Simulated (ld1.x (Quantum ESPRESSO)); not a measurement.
# Pseudopotential generation for indium: TM, PBE, scalar-relativistic.

| Property | Result |
| --- | --- |
| Element | indium |
| Generator | ld1.x (Quantum ESPRESSO) 7.5 |
| Type | norm-conserving Troullier–Martins (Kleinman–Bylander form) |
| Functional | PBE |
| Relativity | scalar-relativistic |
| Frozen core | [Kr] |
| Valence charge | 13 |
| Reference configuration | 4d10 5s2 5p1 |
| Partial waves | 5s (bound): rc 2.00 bohr; 5p (bound): rc 1.95 bohr; 4d (bound): rc 1.40 bohr |
| Local potential | the d channel |
| Core correction | Bessel-smoothed model core inside 1.15 bohr |

(1) Estimate the cutoffs (Ry, on a coarse ladder) from which the occupation-weighted sum of valence levels, in a spherical-Bessel basis at the reference potential, stays within 10 and 1 mRy of its value at 400 Ry.

(2) What does a ghost test show?

(3) Which valence shell sets the plane-wave cutoff?

(4) Tests: 4d10 5s2 5p0; 4d10 5s1 5p0; 4d10 5s0 5p0; 4d9 5s2 5p1; 4d9 5s2 5p2; 4d10 5s1 5p1; 4d10 5s0 5p3. Which has the largest error in its energy relative to the reference configuration, and how large is it?

## Answers

(1) 90 Ry and 140 Ry.

(2) Ghost states, extra bound levels that the all-electron valence spectrum of the same l lacks: s at -166.0 eV, p at -43.0 eV. A true bound ghost makes a file unfit for plane-wave use.

(3) 4d: its level needs 90 Ry to come within 1 mRy, against 30 Ry for 5p.

(4) 4d9 5s2 5p2, with -164 meV (all-electron minus pseudo) on +18.31 eV.
